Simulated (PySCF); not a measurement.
Species: C4H3Cl3.
Numbering: `[CH2:1]=[C:2]([Cl:3])/[C:4]([Cl:5])=[CH:6]/[Cl:7]` (hydrogens: H8, H9 on C1; H10 on C6)

Method: PySCF 2.14.0, PBE0-D3(BJ)/def2-SVP geometry optimisation, gas phase; density fitting, grid level 2; the optimiser is geomeTRIC in internal coordinates, started from a GFN2-xTB structure.

Step 0: E = -41731.7011 eV
```
atom  x, y, z in Å  |  force x, y, z in eV/Å
C1     -1.7611   -0.6705    0.2879   -0.075  -0.080   0.036
C2     -0.7710    0.1366   -0.0793    0.056   0.292  -0.138
Cl3    -1.1473    1.6628   -0.8094   -0.095   0.237  -0.114
C4      0.6513   -0.1364    0.0731    0.017  -0.401   0.191
Cl5     1.0496   -1.6516    0.7989    0.015  -0.083   0.040
C6      1.6294    0.6946   -0.3057    0.459  -0.131   0.069
Cl7     3.2841    0.3396   -0.1102    0.116   0.047  -0.020
H8     -2.7899   -0.3964    0.1418   -0.541   0.250  -0.127
H9     -1.5590   -1.6233    0.7428    0.222  -0.485   0.234
H10     1.4228    1.6493   -0.7624   -0.174   0.355  -0.171
```

Problem. Estimate the geometry and energy of step 1. (The exact step hangs on the optimiser's Hessian estimate; all steps are aligned on step 0, rigid shifts and turns removed.)

Solution. E = -41731.7260 eV, largest force 0.096 eV/Å
```
atom  x, y, z in Å  |  force x, y, z in eV/Å
C1     -1.7694   -0.6680    0.2865   -0.053  -0.021   0.009
C2     -0.7681    0.1390   -0.0803   -0.003  -0.011   0.005
Cl3    -1.1432    1.6747   -0.8149    0.021  -0.032   0.015
C4      0.6617   -0.1577    0.0834    0.030   0.057  -0.026
Cl5     1.0495   -1.6747    0.8101    0.014   0.003  -0.001
C6      1.6409    0.6822   -0.2997   -0.044   0.077  -0.037
Cl7     3.3067    0.3736   -0.1262   -0.008  -0.035   0.016
H8     -2.8080   -0.3725    0.1301    0.031  -0.008   0.004
H9     -1.5514   -1.6323    0.7472   -0.007   0.026  -0.012
H10     1.3900    1.6405   -0.7587    0.018  -0.057   0.027
```

The energy changes by -0.0248 eV. The first-order estimate −F·Δx gives -0.0556 eV and the mean of the old and new forces, exact on a quadratic surface, -0.0249 eV. The step makes an angle of 55° with the force vector and moves no atom by more than 0.044 Å.

What follows is the cost of the whole optimisation. On one thread of an Arm Neoverse V1, on a shared host, this took 41 s of wall time and 0.61 GiB of memory at its peak.
